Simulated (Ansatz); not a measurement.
`[BH2][Ge]([F])([F])[AlH2]`. Charge 0, multiplicity 1. Correlated methods include outer-core shells of Ge, which these sets cover unevenly. Scalar relativity is left out up to krypton.

```xyz
9

B     1.157   -1.430   -0.921
Ge    0.149    0.328   -0.501
F    -0.884    0.685   -1.872
F     1.315    1.637   -0.560
Al   -1.251    0.794    1.544
H     2.268   -1.591   -0.521
H     0.598   -2.314   -1.495
H    -1.356   -0.295    2.692
H    -1.996    2.186    1.633
```

(1) Give the diagnostics of a CCSD(T)/def2-TZVPP run (frozen core, the Gaussian-basis code of Ansatz). (An estimate is asked.)

Results:

(1) Ansatz gave: T1 = 0.0129, largest single amplitude 0.021, largest double 0.031, (T) share of the correlation energy 3.0 %, 12 CCSD cycles. The RHF solution is stable towards an unrestricted one. T1 lies under the customary mark of 0.02 for closed shells.
